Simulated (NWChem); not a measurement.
# CH5GaO2; SMILES [CH3][Ga]([OH])[OH]

```xyz
9

Ga     0.0005     0.0017     0.0007
C      0.1350    -1.9416    -0.0003
H      0.6028    -2.2962    -0.9309
H     -0.8701    -2.3791     0.0777
H      0.7443    -2.2955     0.8444
O     -1.5887     0.8064    -0.0002
H     -1.5230     1.7671    -0.0042
O      1.3382     1.1914    -0.0006
H      2.2243     0.8180     0.0005
```
Atoms are numbered in this order, from 1.

Computed with NWChem. Medium grid unless said otherwise, to which SCAN and Minnesota functionals are sensitive. Coordinates come from a PBE0/def2-SVP optimisation.

Task: What does the run give for MN15-L/def2-SVP? Quantities: highest occupied level (eV); orbital gap (eV); dipole (D).

Result: 
```
Item                         Result
---------------------------  ------
highest occupied level (eV)   -7.15
orbital gap (eV)               6.76
dipole (D)                     2.13
```
